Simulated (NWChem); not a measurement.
Species: C2H4Cl2Si; SMILES C=C[SiH](Cl)Cl

```xyz
9

Si     0.3879    -0.0491     0.0000
Cl    -0.1060     1.0611     1.6677
Cl    -0.1060     1.0611    -1.6677
C     -0.5465    -1.6449     0.0000
C      0.0865    -2.8240     0.0000
H      1.8532    -0.2831     0.0000
H     -1.6433    -1.6220     0.0000
H      1.1805    -2.8961     0.0000
H     -0.4569    -3.7752     0.0000
```
Atoms are numbered in this order, from 1.

All runs: NWChem. Coordinates come from a PBE0/def2-SVP optimisation. Hybrids' shares of exact exchange are those that their runs print; pure functionals count as 0. The functionals differ in more than this share.

```
row                     share of exact exchange  orbital gap (eV)
----------------------  -----------------------  ----------------
PBE/def2-TZVP                              0.00              5.21
BLYP/def2-TZVP                             0.00              5.19
TPSSh/def2-TZVP                            0.10          withheld
B3LYP/def2-TZVP                            0.20              6.92
Hartree-Fock/def2-TZVP                     1.00             13.63
```

### Question
Fit a straight line of the last column on the one before it, predict the withheld value, and compare with the run.

### Answer

1. Means of the 4 shown rows: x = 0.300, y = 7.738. Slope Σ(x − x̄)(y − ȳ)/Σ(x − x̄)² = 5.729/0.6800 = 8.425; intercept 5.210.
2. The shown rows scatter about the line by 0.016 (root mean square); the largest residual is +0.02, at B3LYP/def2-TZVP.
3. At x = 0.10 (TPSSh/def2-TZVP; inside the shown range) the line gives 6.05.
4. The run gives 6.27, +0.22 from the line.
